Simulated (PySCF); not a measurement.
CH5GaO3, SMILES C[O][Ga]([OH])[OH].

Geometry optimised at PBE0-D3(BJ)/def2-SVP. The structure was generated by enumeration; whether it is a known compound was not checked. Other conformers were not sampled.

Computed with PBE/def2-TZVP run with PySCF.

Isolated molecule, no solvent.

* **total energy**: -2191.24809 hartree
* **highest occupied level**: -6.39 eV
* **lowest empty level**: -1.79 eV
* **orbital gap**: 4.60 eV
* **dipole moment**: 0.24 D
* **quadrupole, principal values (traceless, Buckingham form, about the centre of nuclear charge)**: -1.78, 0.44, 1.34 D·Å
* **mean static polarisability**: 50.9 bohr³ (7.54 Å³)
* **polarisability, principal values**: 39.7, 50.5, 62.4 bohr³
